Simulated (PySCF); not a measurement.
Job file and geometry (Å, from GFN2-xTB) of an NMR shielding run on `[SiH2]1CC(C)(B[SiH2]F)C1`, C₄H₁₂BFSi₂, PySCF 2.14.0, density-fitted response routines, GIAO PBE0/pcSseg-1 NMR shielding, non-relativistic, gas phase; density fitting, a coarse starting grid and PySCF grid level 2 are the driver's defaults:

```
$ OMP_NUM_THREADS=1 python probes_run.py task.json out

{"job": {"kind": "nmr", "xc": "PBE0", "basis": "pcSseg-1"}, "charge": 0, "multiplicity": 1}
C     -0.014389    -1.207125     1.092167
C     -0.203724    -0.415567    -0.192377
B      1.032322     0.074548    -0.994885
Si     2.738370     0.432178    -0.114389
F      3.711159     1.281660    -1.107711
C     -1.467474    -0.905895    -0.951239
Si    -2.411371     0.684902    -0.510546
C     -0.646011     1.067540     0.119264
H      0.782095    -0.785289     1.702413
H     -0.933489    -1.214163     1.678743
H      0.249374    -2.238380     0.861939
H      0.880509     0.287252    -2.141944
H      3.589402    -0.719426     0.212369
H      2.740092     1.301015     1.071854
H     -1.857831    -1.844095    -0.562299
H     -1.284151    -1.052228    -2.013778
H     -3.400886     0.575926     0.562848
H     -2.896012     1.532559    -1.599348
H     -0.483282     1.341878     1.158401
H     -0.129852     1.813387    -0.491486
```

**Question.** What does the program print?

**Answer.** 
```
coarse grid: 17208 points
cycle   1  E = -862.5620418669  dE =  6.713e-01  |g| = 6.639e-01  |ddm| = 3.961e+00
cycle   2  E = -862.4785087959  dE =  8.353e-02  |g| = 9.748e-01  |ddm| = 1.681e+00
cycle   3  E = -862.6513537939  dE = -1.728e-01  |g| = 6.784e-02  |ddm| = 1.049e+00
cycle   4  E = -862.6521380547  dE = -7.843e-04  |g| = 2.890e-02  |ddm| = 8.962e-02
cycle   5  E = -862.6523349916  dE = -1.969e-04  |g| = 6.171e-03  |ddm| = 3.466e-02
cycle   6  E = -862.6523435187  dE = -8.527e-06  |g| = 2.410e-03  |ddm| = 9.454e-03
final grid: 155960 points
cycle   7  E = -862.7042273554  dE = -4.358e-05  |g| = 1.011e-02  |ddm| = 3.576e-02
cycle   8  E = -862.7041992024  dE =  2.815e-05  |g| = 1.442e-02  |ddm| = 2.565e-02
cycle   9  E = -862.7042545116  dE = -5.531e-05  |g| = 8.573e-04  |ddm| = 1.598e-02
cycle  10  E = -862.7042546658  dE = -1.542e-07  |g| = 2.674e-04  |ddm| = 1.043e-03
cycle  11  E = -862.7042546820  dE = -1.613e-08  |g| = 6.093e-05  |ddm| = 2.691e-04
cycle  12  E = -862.7042546827  dE = -7.276e-10  |g| = 2.584e-05  |ddm| = 8.776e-05
converged SCF energy = -862.7042546827

GIAO shielding tensors (ppm)
atom      isotropic    diamagn.    paramagn.     s11        s22        s33       span
  0 C      155.230     247.405     -92.175    131.547    154.545    179.599     48.053
  1 C      142.744     255.762    -113.018    116.852    139.547    171.835     54.983
  2 B       37.595     198.397    -160.802    -14.823      9.747    117.862    132.685
  3 Si     346.615     876.378    -529.763    232.940    334.741    472.164    239.224
  4 F      436.430     462.226     -25.796    409.281    445.152    454.856     45.576
  5 C      164.074     251.687     -87.613    131.038    157.682    203.502     72.463
  6 Si     391.940     880.795    -488.855    344.806    406.713    424.301     79.495
  7 C      186.142     257.033     -70.890    144.980    189.304    224.142     79.162
  8 H       30.960      32.256      -1.296     26.139     29.627     37.115     10.975
  9 H       29.834      31.960      -2.126     26.029     29.156     34.318      8.289
 10 H       29.968      31.277      -1.309     26.596     26.877     36.432      9.837
 11 H       25.056      32.251      -7.195     20.041     26.475     28.653      8.612
 12 H       26.068      28.328      -2.260     21.716     26.796     29.693      7.977
 13 H       26.204      28.842      -2.638     22.259     27.308     29.044      6.785
 14 H       30.433      31.665      -1.232     26.591     28.569     36.140      9.549
 15 H       29.724      31.593      -1.868     26.128     27.313     35.731      9.603
 16 H       26.611      29.481      -2.870     23.709     24.620     31.504      7.796
 17 H       26.969      29.273      -2.303     23.981     24.524     32.403      8.422
 18 H       32.168      33.759      -1.591     27.471     28.633     40.400     12.929
 19 H       31.172      33.073      -1.901     27.484     29.558     36.472      8.988
```

Size and cost of the density-fitted run: 210 basis functions, 2.5 min wall time on 1 thread of an Intel Xeon, shared host; peak memory 1 GiB.
